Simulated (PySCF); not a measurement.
# How the method changes the shape and vibrations of AlBClH2O

Calculated results; nothing here was measured. They come from PySCF 2.14.0, an open-source quantum chemistry program, on an isolated molecule that a program drew, which may never have been made. The molecule is AlBClH2O (charge 0, doublet), drawn as the SMILES string `O[B]([AlH])Cl`.

The geometry was optimised and harmonic frequencies were computed with HF and MP2, all in the cc-pV(D+d)Z basis, for the commonest isotopes, with a restricted reference for singlets and an unrestricted one otherwise, and a frozen core in MP2. Each result is a local minimum of its method.

Geometry at the HF minimum:
```xyz
6
AlBClH2O, angstrom
O    -0.5519    1.3569    1.4000
B    -1.3082    2.4100    1.7458
Al   -3.0525    3.0648    0.6557
Cl   -0.8606    3.2852    3.2726
H     0.1641    1.1706    1.9948
H    -2.9328    4.2361   -0.4159
```

Lengths of the bonds as drawn, in Å (atoms numbered as above):
| bond | HF | MP2 |
|---|---|---|
| O1-B2 | 1.342 | 1.360 |
| B2-Al3 | 2.159 | 2.151 |
| B2-Cl4 | 1.816 | 1.801 |
| O1-H5 | 0.949 | 0.973 |
| Al3-H6 | 1.592 | 1.593 |

Rotational constants, in GHz:
```
constant,HF,MP2
A,6.412,6.288
B,2.676,2.73
C,1.913,1.929
```

Harmonic frequencies in cm^-1, each column in rising order, so a row needn't be the same motion in every method:
| rank | HF | MP2 |
|---|---|---|
| 1 | 120 | 109 |
| 2 | 180 | 182 |
| 3 | 316 | 304 |
| 4 | 323 | 307 |
| 5 | 471 | 463 |
| 6 | 606 | 580 |
| 7 | 651 | 648 |
| 8 | 785 | 787 |
| 9 | 1192 | ? |
| 10 | 1376 | 1325 |
| 11 | 1930 | 1909 |
| 12 | 4102 | 3774 |

**Estimate the missing MP2 frequency from the HF column.**

A single factor s that minimises the squared misfit of MP2 against s times HF over the other rows is sum(HF x MP2) / sum(HF^2) = 0.9389, with an rms misfit of 44 cm^-1. For rank 9 it gives 0.9389 x 1192 = 1119 cm^-1. The calculation gives 1127 cm^-1, 8 cm^-1 above the estimate. The drawn bonds are on average 0.5 % longer in MP2 than in HF.
